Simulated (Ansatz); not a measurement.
The multiplicity is imposed and other spin states were not computed.

These are Ansatz (a first-principles code) with PBE-D3(BJ)/def2-SVP values and carry that method's errors. No frequencies were computed at this level.

Ansatz 0.2 input:
```yaml
crystal:
  periodic: [false, false, false]
  atoms:
    - { symbol: Au, position_ang: [-0.141786, 0.135939, 0.202953] }
    - { symbol: N, position_ang: [-1.681318, 1.600086, 2.391036] }
    - { symbol: C, position_ang: [-1.095065, 1.042475, 1.558124] }
    - { symbol: H, position_ang: [-2.181654, 2.077945, 3.105751] }
    - { symbol: H, position_ang: [0.589847, -0.561449, -0.838968] }
basis:
  gaussian: { orbitals: def2-svp }
hamiltonian:
  xc: pbe
  dispersion: d3bj
relax:
  max_steps: 150
```

Output:

```
Functional definition: PBE
766 factors; their error is unknown
mean field evaluation 1: about -6244.4941 eV, gradient 4.0e1 eV
mean field evaluation 2: about -6238.4218 eV, gradient 6.6e1 eV
mean field evaluation 4: about -6248.0852 eV, gradient 3.5e0 eV
mean field evaluation 8: about -6248.1137 eV, gradient 2.0e-1 eV
mean field evaluation 16: about -6248.0936 eV, gradient 5.7e-5 eV
mean field -6248.09355713 eV, -229.6132031144 hartree, gradient 5.7e-5 eV, S^2 0.000000; 0 other end points of the search recorded, 0 dependent functions left out
reference -6248.09359599 eV, -229.6132045427 hartree; 17, 17 occupied and 53, 53 virtual orbitals, 766 factors
relax step   1: F+E_penalty+E_count = -6248.17714344 eV  Δ(F+E_penalty+E_count) = +0.000e0 eV  max|allowed force component| = 3.248e0 eV/Å  Δτ_max = 0.0000 Å  (24 SCF iters, accepted)
these checks for a lower state are left out or cut short: starts, cluster_reference, orbital_swaps, neighbouring_geometries, increment
766 factors; their error is unknown
mean field -6248.56830549 eV, -229.6306497951 hartree, gradient 1.0e-5 eV, S^2 0.000000; 0 other end points of the search recorded, 0 dependent functions left out
reference -6248.56834479 eV, -229.6306512395 hartree; 17, 17 occupied and 53, 53 virtual orbitals, 766 factors
relax step   2: F+E_penalty+E_count = -6248.64988223 eV  Δ(F+E_penalty+E_count) = -4.727e-1 eV  max|allowed force component| = 3.975e-1 eV/Å  Δτ_max = 0.1871 Å  (35 SCF iters, accepted)
these checks for a lower state are left out or cut short: starts, cluster_reference, orbital_swaps, neighbouring_geometries, increment
766 factors; their error is unknown
mean field -6248.57336832 eV, -229.6308358505 hartree, gradient 1.0e-5 eV, S^2 0.000000; 0 other end points of the search recorded, 0 dependent functions left out
reference -6248.57340764 eV, -229.6308372954 hartree; 17, 17 occupied and 53, 53 virtual orbitals, 766 factors
relax step   3: F+E_penalty+E_count = -6248.65470925 eV  Δ(F+E_penalty+E_count) = -4.827e-3 eV  max|allowed force component| = 1.027e-1 eV/Å  Δτ_max = 0.0176 Å  (29 SCF iters, accepted)
these checks for a lower state are left out or cut short: starts, cluster_reference, orbital_swaps, neighbouring_geometries, increment
766 factors; their error is unknown
mean field evaluation 32: about -6248.5938 eV, gradient 2.6e0 eV
mean field -6248.57394331 eV, -229.6308569812 hartree, gradient 9.0e-6 eV, S^2 0.000000; 0 other end points of the search recorded, 0 dependent functions left out
reference -6248.57398263 eV, -229.6308584260 hartree; 17, 17 occupied and 53, 53 virtual orbitals, 766 factors
relax step   4: F+E_penalty+E_count = -6248.65518896 eV  Δ(F+E_penalty+E_count) = -4.797e-4 eV  max|allowed force component| = 2.350e-2 eV/Å  Δτ_max = 0.0045 Å  (30 SCF iters, accepted)
these checks for a lower state are left out or cut short: starts, cluster_reference, orbital_swaps, neighbouring_geometries, increment
766 factors; their error is unknown
mean field -6248.57396212 eV, -229.6308576725 hartree, gradient 8.7e-6 eV, S^2 0.000000; 0 other end points of the search recorded, 0 dependent functions left out
reference -6248.57400144 eV, -229.6308591172 hartree; 17, 17 occupied and 53, 53 virtual orbitals, 766 factors
relax step   5: F+E_penalty+E_count = -6248.65518569 eV  Δ(F+E_penalty+E_count) = +3.268e-6 eV  max|allowed force component| = 4.638e-2 eV/Å  Δτ_max = 0.0016 Å  (29 SCF iters, rejected (line search))
these checks for a lower state are left out or cut short: starts, cluster_reference, orbital_swaps, neighbouring_geometries, increment
766 factors; their error is unknown
mean field -6248.57397852 eV, -229.6308582750 hartree, gradient 8.7e-6 eV, S^2 0.000000; 0 other end points of the search recorded, 0 dependent functions left out
reference -6248.57401783 eV, -229.6308597198 hartree; 17, 17 occupied and 53, 53 virtual orbitals, 766 factors
relax step   6: F+E_penalty+E_count = -6248.65521082 eV  Δ(F+E_penalty+E_count) = -2.186e-5 eV  max|allowed force component| = 7.567e-3 eV/Å  Δτ_max = 0.0008 Å  (30 SCF iters, accepted)
766 factors; their error is unknown
mean field evaluation 64: about -6248.5740 eV, gradient 8.8e-2 eV
mean field -6248.57397852 eV, -229.6308582750 hartree, gradient 8.7e-6 eV, S^2 0.000000; 1 other end points of the search recorded, 0 dependent functions left out
reference -6248.57401783 eV, -229.6308597198 hartree; 17, 17 occupied and 53, 53 virtual orbitals, 766 factors
Total energy: -6248.65525013 eV, -229.6338449518 hartree
Atom 0 at    -0.123043     0.117359     0.175401 Å, force     0.005341    -0.005062    -0.007567 eV/Å
Atom 1 at    -1.722385     1.639744     2.450545 Å, force    -0.001254     0.001870     0.003027 eV/Å
Atom 2 at    -1.127360     1.073328     1.604110 Å, force    -0.002123     0.001749     0.002486 eV/Å
Atom 3 at    -2.231902     2.125446     3.176562 Å, force     0.000587    -0.000955    -0.001538 eV/Å
Atom 4 at     0.694714    -0.660881    -0.987723 Å, force    -0.002551     0.002397     0.003592 eV/Å
Dipole moment:    -0.659208     0.627721     0.938179 e Å
```

Cost: roughly 14 core-seconds.
